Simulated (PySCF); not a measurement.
# Identify the compound

Molecular formula: C4HF4P3. Simulated spectra:

$^{1}$H NMR (400 MHz, computed): δ 11.10 (m, 1H).

$^{13}$C{$^{1}$H} NMR (computed): δ 253.0, 201.8, 192.4, 136.5.

Computational details: shielding tensors at PBE0/pcSseg-1 (GIAO), geometry: GFN2-xTB, in PySCF (equivalent nuclei averaged, non-relativistic, no solvent, one conformer).

References, each an isolated molecule treated in the same way: $^{1}$H (σref 31.72) and $^{13}$C (σref 186.93) against TMS.

Problem. Deduce the structure.

Solution. 
- 4 carbon signals for 4 carbons: no two carbons are equivalent.
- Carbon types of the structure: 3 × C, 1 × CH, which accounts for all hydrogens.
- δC 253.0: aromatic carbon bearing fluorine; the electronegative substituent deshields the carbon that carries it.
- δC 201.8: substituted aromatic carbon.
- δC 192.4: aromatic CH.
- δC 136.5: CF3 carbon; 3 electronegative neighbours deshield it.
- δH 11.10: hydrogen on an aromatic CH; aromatic region.

These data were computed for `Fc1pcpc(C(F)(F)F)p1`.

The data come from this structure; uniqueness wasn't tested.

Splittings by $^{19}$F and $^{31}$P in the carbon and heteronuclear signals aren't shown, as no couplings were computed. Shifts are as computed. Against solution values, carbons near 30 ppm lie about +3 ppm off and those near 130 ppm about +5 ppm. Of 1211 compounds with measured shifts, 218 miss one by over three times the rms of a fit or turn the order of signals round; such compounds aren't used in these exercises.
